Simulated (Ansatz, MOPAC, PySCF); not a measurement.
Species: C2HCl2, charge 0, multiplicity 2. SMILES: Cl/[C]=C\Cl
Geometry: optimised at B3LYP-D3(BJ)/def2-TZVP (Ansatz, a program for electronic structure).

Unscaled harmonic wavenumbers (cm⁻¹) in rising order, each level at the stationary point that it reaches from this structure (no distance between atoms moves by over 0.3 Å); the order of modes can differ between levels, and a negative number is imaginary. B3LYP-D3(BJ)/def2-TZVP (PySCF, at the structure above): 135, 373, 561, 680, 751, 772, 1225, 1686, 3214.

AM1 (MOPAC): 124, 369, 508, 744, 778, 908, 1167, 1809, 3152. Zero-point energy 13.7 against 13.4 kcal/mol; where all levels lie over 400 cm⁻¹, the wavenumbers are on average 1.031 times those of B3LYP-D3(BJ)/def2-TZVP.

PM3 (MOPAC): 115, 363, 453, 638, 747, 807, 1107, 1754, 3049. Zero-point energy 12.9 against 13.4 kcal/mol; where all levels lie over 400 cm⁻¹, the wavenumbers are on average 0.954 times those of B3LYP-D3(BJ)/def2-TZVP.

B3LYP/6-31G* (Ansatz): 136, 368, 562, 678, 750, 774, 1249, 1703, 3243. Zero-point energy 13.5 against 13.4 kcal/mol; where all levels lie over 400 cm⁻¹, the wavenumbers are on average 1.005 times those of B3LYP-D3(BJ)/def2-TZVP.
